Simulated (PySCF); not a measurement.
Spin-rotation constants: SMILES C(C)(=O)[C@@H]1O[C@@H]1S(=O)(=O)O, C4H6O5S

Molfile (atoms numbered from 1):
```
C4H6O5S
     RDKit          3D

 16 16  0  0  0  0  0  0  0  0999 V2000
    1.3456    1.3869   -1.0210 C   0  0  0  0  0  0  0  0  0  0  0  0
    0.7305    0.8440    0.2178 C   0  0  0  0  0  0  0  0  0  0  0  0
    0.1713    1.4981    1.0688 O   0  0  0  0  0  0  0  0  0  0  0  0
    0.9278   -0.6498    0.4367 C   0  0  2  0  0  0  0  0  0  0  0  0
    0.6859   -1.5333   -0.6162 O   0  0  0  0  0  0  0  0  0  0  0  0
   -0.2245   -1.5459    0.4279 C   0  0  2  0  0  0  0  0  0  0  0  0
   -1.7643   -0.6809    0.0148 S   0  0  0  0  0  6  0  0  0  0  0  0
   -2.8068   -1.6098   -0.2326 O   0  0  0  0  0  0  0  0  0  0  0  0
   -1.4279    0.3005   -0.9694 O   0  0  0  0  0  0  0  0  0  0  0  0
   -2.0684    0.0313    1.3974 O   0  0  0  0  0  0  0  0  0  0  0  0
    0.7338    1.0361   -1.8526 H   0  0  0  0  0  0  0  0  0  0  0  0
    1.3426    2.4728   -1.0029 H   0  0  0  0  0  0  0  0  0  0  0  0
    2.3515    0.9963   -1.1560 H   0  0  0  0  0  0  0  0  0  0  0  0
    1.7804   -0.8934    1.0716 H   0  0  0  0  0  0  0  0  0  0  0  0
   -0.3094   -2.4373    1.0332 H   0  0  0  0  0  0  0  0  0  0  0  0
   -1.4757    0.7935    1.5301 H   0  0  0  0  0  0  0  0  0  0  0  0
  1  2  1  0
  2  3  2  0
  2  4  1  0
  4  5  1  0
  5  6  1  0
  6  7  1  0
  7  8  2  0
  7  9  2  0
  7 10  1  0
  6  4  1  0
  1 11  1  0
  1 12  1  0
  1 13  1  0
  4 14  1  1
  6 15  1  1
 10 16  1  0
M  END
```

Computed, not measured: GIAO B97-2/pcSseg-1 magnetisability, rotational g tensor and spin-rotation constants, non-relativistic, gas phase (PySCF 2.14.0). Geometry: GFN2-xTB.

Problem. Give the nuclear spin-rotation constants along the inertial axes (H = +C I·J) beside the isotropic shieldings.

Solution. Rotational constants 2.0513, 1.0919, 0.9489 GHz. A star marks the isotopologue with that one atom substituted, in its own axes.
```
atom  isotope  Caa (kHz)  Cbb (kHz)  Ccc (kHz)  mean (kHz)  σ (ppm)
 H11       1H     -0.130     -0.113     -0.004      -0.082     28.3
 H12       1H     -0.155     -0.018     -0.092      -0.088     29.5
 H13       1H     -0.088     -0.042     -0.102      -0.077     29.3
 H14       1H     -0.113     -0.113     -0.030      -0.085     28.8
 H15       1H     -0.128     -0.089     -0.028      -0.082     27.8
 H16       1H      0.026     -0.060     -0.099      -0.044     24.3
  C1     13C*      0.304      0.209      0.140       0.218    154.4
  C2     13C*      0.723      0.607      0.387       0.572    -28.3
  O3     17O*     -0.524     -0.975     -0.414      -0.638   -248.4
  C4     13C*      0.549      0.169      0.151       0.290    132.8
  O5     17O*     -0.137     -0.153     -0.092      -0.127    272.1
  C6     13C*      0.592      0.187      0.178       0.319    118.2
  S7     33S*      0.698      0.484      0.381       0.521    200.7
  O8     17O*     -0.467     -0.243     -0.213      -0.308    121.7
  O9     17O*     -0.465     -0.236     -0.246      -0.316    111.9
 O10     17O*     -0.541     -0.179     -0.183      -0.301    143.3
```
For the geometry as given, no vibrational averaging.
